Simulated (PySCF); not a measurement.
Species: C2H5ClOSi2.
Atom-mapped SMILES: `[CH:1]#[C:2][Si@H:3]([Cl:4])[O:5][SiH3:6]` (hydrogens: H7 on C1; H8 on Si3; H9, H10, H11 on Si6)

Method: PBE0-D3(BJ)/def2-SVP geometry optimisation, gas phase in PySCF; density fitting, grid level 1; the optimiser is geomeTRIC in internal coordinates, started from a GFN2-xTB structure with every atom displaced at random (about 0.01 Å).

Step 1: E = -32454.5748 eV
```
atom  x, y, z in Å  |  force x, y, z in eV/Å
C1     -3.3365    2.7247    0.2905   -0.201   0.031  -0.067
C2     -2.4606    3.4387    0.7409    0.136  -0.122  -0.029
Si3    -1.0613    4.3826    1.4364   -0.264   0.491  -0.277
Cl4    -0.8933    6.1530    0.3372    0.054  -0.442   0.256
O5      0.3065    3.5082    1.3217    0.350  -0.145  -0.010
Si6     1.6056    2.7310    0.6172   -0.048   0.070  -0.075
H7     -4.1374    2.1270   -0.1168    0.106   0.035   0.056
H8     -1.3443    4.7518    2.8410    0.110  -0.027  -0.002
H9      1.1396    1.5376   -0.1540   -0.045   0.082   0.053
H10     2.5496    2.2819    1.6814   -0.102   0.045   0.039
H11     2.3263    3.6647   -0.3030   -0.096  -0.017   0.055
```

Step 2: E = -32454.5917 eV
```
atom  x, y, z in Å  |  force x, y, z in eV/Å
C1     -3.3389    2.7234    0.2828   -0.059   0.098   0.004
C2     -2.4559    3.4289    0.7334    0.080  -0.092  -0.006
Si3    -1.0610    4.3759    1.4354   -0.114   0.278  -0.183
Cl4    -0.8545    6.1231    0.3358   -0.001  -0.202   0.125
O5      0.3103    3.5048    1.3290    0.143  -0.087   0.074
Si6     1.6011    2.7382    0.6150   -0.061   0.050  -0.019
H7     -4.1381    2.1257   -0.1198    0.013  -0.020   0.002
H8     -1.3190    4.7457    2.8430    0.011  -0.015   0.008
H9      1.1183    1.5502   -0.1456   -0.001  -0.001  -0.008
H10     2.5352    2.3028    1.6896   -0.005  -0.003   0.009
H11     2.2969    3.6823   -0.3060   -0.005  -0.005  -0.007
```

Step 3: E = -32454.5959 eV
```
atom  x, y, z in Å  |  force x, y, z in eV/Å
C1     -3.3417    2.7282    0.2773   -0.027   0.072   0.012
C2     -2.4494    3.4215    0.7283    0.042  -0.066  -0.002
Si3    -1.0609    4.3721    1.4360   -0.007   0.072  -0.064
Cl4    -0.8316    6.1000    0.3350   -0.012   0.000   0.008
O5      0.3148    3.5014    1.3454    0.011  -0.040   0.117
Si6     1.5982    2.7433    0.6167   -0.026   0.017  -0.026
H7     -4.1419    2.1311   -0.1229   -0.006  -0.015  -0.010
H8     -1.3204    4.7436    2.8427   -0.018  -0.010   0.006
H9      1.1105    1.5535   -0.1374    0.010  -0.017  -0.015
H10     2.5423    2.3158    1.6856    0.015  -0.011  -0.009
H11     2.2744    3.6908   -0.3142    0.018  -0.001  -0.017
```

**Question.** Estimate the geometry and energy of step 4. (The exact step hangs on the optimiser's Hessian estimate; all steps are aligned on step 3, rigid shifts and turns removed.)

**Answer.** E = -32454.5984 eV, largest force 0.138 eV/Å
```
atom  x, y, z in Å  |  force x, y, z in eV/Å
C1     -3.3427    2.7346    0.2712   -0.009   0.037   0.010
C2     -2.4400    3.4132    0.7236    0.020  -0.035  -0.005
Si3    -1.0589    4.3688    1.4384    0.035  -0.073   0.020
Cl4    -0.8174    6.0847    0.3349   -0.005   0.108  -0.060
O5      0.3206    3.4974    1.3692   -0.058  -0.002   0.125
Si6     1.5954    2.7464    0.6201    0.012  -0.009  -0.052
H7     -4.1456    2.1410   -0.1292   -0.010  -0.004  -0.011
H8     -1.3328    4.7424    2.8418   -0.018  -0.003   0.002
H9      1.1054    1.5510   -0.1242    0.006  -0.013  -0.009
H10     2.5606    2.3279    1.6736    0.013  -0.008  -0.010
H11     2.2499    3.6939   -0.3269    0.015   0.002  -0.010
```

The energy changes by -0.0025 eV. The first-order estimate −F·Δx gives -0.0038 eV and the mean of the old and new forces, exact on a quadratic surface, -0.0029 eV. The step makes an angle of 71° with the force vector and moves no atom by more than 0.028 Å.

What follows is the cost of the whole optimisation. The run took 2.2 min wall on one thread of an Arm Neoverse N1, no GPU, shared host with 64 logical CPUs at a one-minute load of 62, and the process peaked at 0.52 GiB of memory.
